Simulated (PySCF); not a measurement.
NbSFCl₂, SMILES [F][Nb](=[S])([Cl])[Cl], multiplicity 1.

The structure is a stationary point at PBE-D3(BJ)/def2-SVP. The spin state was assumed, not searched. The structure was generated by enumeration; whether it is a known compound was not checked. The def2 effective core potentials stand for the cores of Nb; spin–orbit coupling is left out.

Two levels are set side by side: TDDFT-PBE/def2-SVPD (PySCF) and TDDFT-CAM-B3LYP/def2-SVPD (PySCF). Vertical, same geometry. The lowest singlet is HOMO→LUMO 77 %, HOMO−1→LUMO+1 23 % with PBE and HOMO→LUMO 55 %, HOMO−1→LUMO+1 41 % with the other functional; states are paired by order. Differences are taken from unrounded values.

```
quantity                              TDDFT-CAM-B3LYP
------------------------------------  ---------------
lowest singlet excitation (eV)                   3.36
lowest triplet excitation (TDA) (eV)             2.88
```

Task: What does TDDFT-PBE give, and how far is it from TDDFT-CAM-B3LYP? (Estimate from the structure and the level; the computed values follow.)

Result: 
```tsv
quantity	TDDFT-PBE	TDDFT-PBE minus TDDFT-CAM-B3LYP
lowest singlet excitation (eV)	3.27	-0.09
lowest triplet excitation (TDA) (eV)	2.88	0.00
```

Rough cost on one machine, each run with all the roots and properties that it gave: TDDFT-CAM-B3LYP against TDDFT-PBE about 6 times.
